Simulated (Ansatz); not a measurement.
Compare A (`F[C]1([GeH3])O[SiH2]1`) with its isomer B (`FC1[O][GeH2][SiH2]1`).

Program: Ansatz. Geometries: PBE0-D4/def2-TZVP. ΔE: electronic, gas phase. CCSD(T)/CBS adds triple-zeta CCSD(T) − MP2 to the extrapolated MP2 energy (def2 sets, frozen cores). Functionals use def2-TZVPP. B3LYP here is the variant with VWN-RPA as its local correlation; programs differ in this. For Ge outer-core shells are correlated without core-valence functions, which leaves a few kJ/mol of doubt a bond. Scalar relativity is left out up to krypton.

Problem. Which is lower in electronic energy at CCSD(T)/CBS, and by how much? (Best estimate.)

Solution. Computed: B, by 61.0 kJ/mol.

Problem. Give E(B) − E(A) in kJ/mol with MP2/def2-TZVPP, CCSD(T)/def2-TZVPP, r2SCAN-D4, HF/def2-TZVPP, B3LYP, PBE0-D4, CCSD/def2-TZVPP. (Best estimate.)

Solution. The calculation gave: MP2/def2-TZVPP -57.8, CCSD(T)/def2-TZVPP -61.1, r2SCAN-D4 -58.8, HF/def2-TZVPP -70.0, B3LYP -60.5, PBE0-D4 -69.0, CCSD/def2-TZVPP -62.4. None reverses the order clearly.

Largest T1 diagnostic: 0.015.

From PBE to PBE0 (25 % exact exchange), in def2-TZVPP and without D4, E(B) − E(A) moves by −5.7 kJ/mol. In def2-TZVPP, CCSD(T) changes the Hartree–Fock value by +8.9 kJ/mol (the triples alone add +1.4 kJ/mol) and MP2 by +12.1 kJ/mol.
